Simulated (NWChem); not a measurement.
CH8OSi2; SMILES C[SiH2][SiH2]O

```xyz
12

C      1.0232    -2.0083    -0.3181
Si    -0.4913    -1.0465     0.2986
Si    -0.4920     1.2195    -0.3473
O      0.7874     2.0927     0.3025
H      0.9968    -3.0446     0.0365
H      1.9524    -1.5513     0.0391
H      1.0576    -2.0259    -1.4129
H     -1.7417    -1.6813    -0.2188
H     -0.5564    -1.1249     1.7911
H     -0.3211     1.3461    -1.8191
H     -1.8112     1.8257     0.0172
H      0.8429     2.1044     1.2681
```
Atoms are numbered in this order, from 1.

STO-3G and 3-21G are far too small for this property and stand as cheap habits. Coordinates come from a B3LYP/6-31G* (spherical d) optimisation.

Problem. Give the principal values of the shielding tensors (ppm) of C1, Si2, Si3, O4 from Hartree-Fock/STO-3G, GIAO (NWChem), with their diamagnetic and paramagnetic parts as GIAO splits them.

Solution. 
| atom | σ11 | σ22 | σ33 | isotropic | diamagnetic | paramagnetic |
|---|---|---|---|---|---|---|
| C1 | 238.9 | 250.4 | 251.4 | 246.9 | 247.2 | -0.3 |
| Si2 | 600.3 | 617.4 | 659.8 | 625.8 | 869.2 | -243.4 |
| Si3 | 541.7 | 582.5 | 664.0 | 596.1 | 868.1 | -272.0 |
| O4 | 329.2 | 456.6 | 574.1 | 453.3 | 379.2 | 74.1 |
